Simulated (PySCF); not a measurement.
# UHF on C (carbon, neutral)

Configuration: [He] 2s2 2p2, high-spin 3P determinant. All numbers are calculated (PySCF 2.14, the non-relativistic Hamiltonian (point nucleus), in aug-cc-pwCVTZ (7s6p4d2f, 59 functions)).

```json
{"Total energy": "-37.691872 hartree", "One-electron energy": "-50.4445 hartree", "Hartree (Coulomb) energy": "17.8283 hartree", "Exchange energy": "-5.0757 hartree", "Kinetic energy": "37.68829 hartree", "⟨S²⟩": "2.0104", "⟨L²⟩": "2.018", "Sum of ⟨r⟩": "7.143 bohr", "Sum of ⟨r²⟩": "13.79 bohr²", "Traceless quadrupole moment −½Σ⟨3z² − r²⟩ along its main axis": "1.49 e·bohr²", "Density at the nucleus (Gaussians lack the cusp)": "123 bohr⁻³", "Spin density at the nucleus": "0.0676 bohr⁻³", "Langevin diamagnetic susceptibility": "-10.9 ×10⁻⁶ cm³/mol"}
```

```
shell  electrons  mean orbital energy (eV)  rms radius, mean of both spins (bohr)
 1s α          1                   -308.75                                  0.312
 1s β          1                   -307.53                                  0.312
 2s α          1                   -22.576                                   1.76
 2s β          1                   -15.892                                   1.76
 2p α          2                   -11.942                                   1.92
```

Spin-orbit constants ζ (cm⁻¹) from the X2C one-electron operator on these orbitals (non-relativistic here): bare nucleus, nucleus screened by l(l+1)(2l+1)/3 electrons, and screened by the Breit-Pauli mean field of the electrons.

```
shell   bare  screened nucleus  mean field
   2p  58.64             39.10       30.75
```

To first order the Landé constant is A = 15.38 cm⁻¹, so the lowest level has J = 0 and lies 0.00381 eV below the centre of the term. This holds in LS coupling only.
